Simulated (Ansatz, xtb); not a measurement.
**Relative energy of two isomers of C7H4FN**

We compare a, `N#Cc1ccccc1F`, a singlet, with b, `N#Cc1cccc(F)c1`, a singlet. Both are isolated molecules in the gas phase, relaxed with PBE-D3(BJ)/def2-SVP.

Quicker runs give these differences E(b) − E(a): GFN2-xTB −1.44 kcal/mol; HF/STO-3G +0.31 kcal/mol (at GFN2-xTB geometries); r2SCAN-D4/def2-SVP −0.28 kcal/mol (at GFN2-xTB geometries).

Task: Estimate E(b) − E(a) at the level CCSD(T)/def2-SVP + ΔMP2/def2-TZVPP.

Result: CCSD(T)/def2-SVP + ΔMP2/def2-TZVPP gives E(b) − E(a) = −1.01 kcal/mol, favouring structure b, but this leans on the basis-set step: CCSD(T) alone gives −0.43 kcal/mol.

Level by level:

| level | geometry | E(b) − E(a) (kcal/mol) | departure from the last row (kcal/mol) | job, with rough time for the two |
| --- | --- | --- | --- | --- |
| GFN2-xTB | GFN2-xTB | −1.44 | −0.43 | optimisation, 0.28 s |
| HF/STO-3G | GFN2-xTB | +0.31 | +1.32 | single point, 1.9 s |
| r2SCAN-D4/def2-SVP | GFN2-xTB | −0.28 | +0.73 | single point, 11 s |
| PBE-D3(BJ)/def2-SVP | PBE-D3(BJ)/def2-SVP | −0.23 | +0.78 | optimisation, 46 s |
| HF/def2-SVP | PBE-D3(BJ)/def2-SVP | −0.59 | +0.42 | part of the CCSD(T) run |
| MP2/def2-SVP | PBE-D3(BJ)/def2-SVP | −0.66 | +0.35 | part of the CCSD(T) run |
| CCSD(T)/def2-SVP | PBE-D3(BJ)/def2-SVP | −0.43 | +0.58 | single point |
| CCSD(T)/def2-SVP + ΔMP2/def2-TZVPP | PBE-D3(BJ)/def2-SVP | −1.01 |  | single point, 4.5 min |

As drawn, both hold the same kinds of bond in the same numbers.

HF/STO-3G, r2SCAN-D4/def2-SVP, PBE-D3(BJ)/def2-SVP, CCSD(T)/def2-SVP find them nearly level. The largest departure from CCSD(T)/def2-SVP + ΔMP2/def2-TZVPP is that of HF/STO-3G, 1.32 kcal/mol. The last row adds to CCSD(T) the change of the MP2 difference between the two basis sets, here −0.58 kcal/mol.

With thermal terms from frequencies at re-optimised GFN2-xTB minima (ideal gas, soft modes damped towards free rotors, one conformer each, 298.15 K, 1 atm): on the last row, ΔE + ΔZPE = −1.06, ΔH = −1.07, ΔG = −1.08 kcal/mol.

The correlated steps freeze 9 core orbitals. Run with Ansatz 0.2.0, xtb 6.7.1; the last row on 2 threads of Intel(R) Xeon(R) Processor @ 2.50GHz (Skylake/Cascade Lake) on a shared host.
